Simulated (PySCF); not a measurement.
Cartesian coordinates (Å):
```xyz
3

Zn     0.0000     0.0000     0.0000
Br    -0.9872    -1.9745    -0.2300
Br     0.9872     1.9745     0.2300
```
Charge 0, multiplicity 1.

Problem. Estimate the charge on the central atom (meta-Löwdin), charge on the central atom (Mulliken), LUMO, total energy, HOMO, HOMO–LUMO gap and dipole moment that PySCF 2.14.0 with TPSSh-D3(BJ)/def2-TZVP // r2SCAN-D4/def2-SVP returns for this input.

Solution. 
```
Quantity                                          Value
----------------------------------------  -------------
charge on the central atom (meta-Löwdin)         1.18 e
charge on the central atom (Mulliken)            0.53 e
LUMO                                           -2.13 eV
total energy                              -6927.6496 Ha
HOMO                                           -7.91 eV
HOMO–LUMO gap                                   5.78 eV
dipole moment                                    0.00 D
```
